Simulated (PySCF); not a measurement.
**MK for M along the fourth-period p block**

PBE0 with double-zeta basis sets in PySCF, for the lowest determinant that a PBE0 search found; no spin–orbit coupling. De refers to high-spin ground-configuration atoms. A positive dipole means M(−)K(+).

```csv
M,basis,state (unpaired electrons),Re (Å),ωe (cm⁻¹),De (eV),μ (D)
Ge,def2-SVP,"quartet (σ ↑, π ↑↑)",3.089,159,1.45,9.35
As,def2-SVP,triplet (π ↑↑),3.147,161,1.15,8.73
Se,def2-SVP,doublet (π ↑),2.961,198,2.37,10.03
Br,x2c-SVPall,singlet (closed shell),2.824,225,3.75,10.17
```

The shortest bond is that of KBr (2.824 Å), the longest that of KAs (3.147 Å). KBr is bound most strongly (3.75 eV) and KAs least (1.15 eV).

The rows differ in basis set, which adds steps of its own.

The state changes along the series, so neighbouring rows are not always alike in their bonding.

States were picked by a PBE0 search and need not be the measured ground states.
